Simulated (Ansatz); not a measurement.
`ClBCCl` + `N[SiH3]` → `[SiH3]NCBCl` + HCl  (substitution at a C–Cl bond)

Gas-phase electronic energies from Ansatz, PBE0-D4/def2-TZVP geometries. CCSD(T)/CBS is the MP2 limit (def2-TZVPP, def2-QZVPP) plus CCSD(T) − MP2 in def2-TZVPP, frozen cores. This one scheme is used for every species. DFT in def2-TZVPP. B3LYP here is the variant with VWN-RPA as its local correlation; programs differ in this. Each species was taken in one conformer, which may not be the lowest.

| level | ΔE (kJ/mol) |
| --- | --- |
| r2SCAN-D4 | 19.8 |
| r2SCAN | 21.3 |
| PBE0 | 19.3 |
| B3LYP | 22.4 |
| HF/def2-TZVPP | 19.5 |
| CCSD/def2-TZVPP | 14.0 |
| HF/def2-QZVPP | 19.1 |
| MP2/def2-QZVPP | 19.0 |

(1) What does CCSD(T)/CBS give? (Estimate.)

Largest T1 diagnostic among the species: 0.011.

## Answers

(1) Computed: +17.4 kJ/mol. The listed levels differ from it by 2.4, 3.9, 1.9, 5.0, 2.1, -3.4, 1.7, 1.6 kJ/mol.

The D4 term adds −5.4 kJ/mol with B3LYP and −3.4 kJ/mol with PBE0; it sums over pairs of atoms, weighted by their polarisabilities, and B3LYP, whose exchange is more repulsive, gets the larger term.
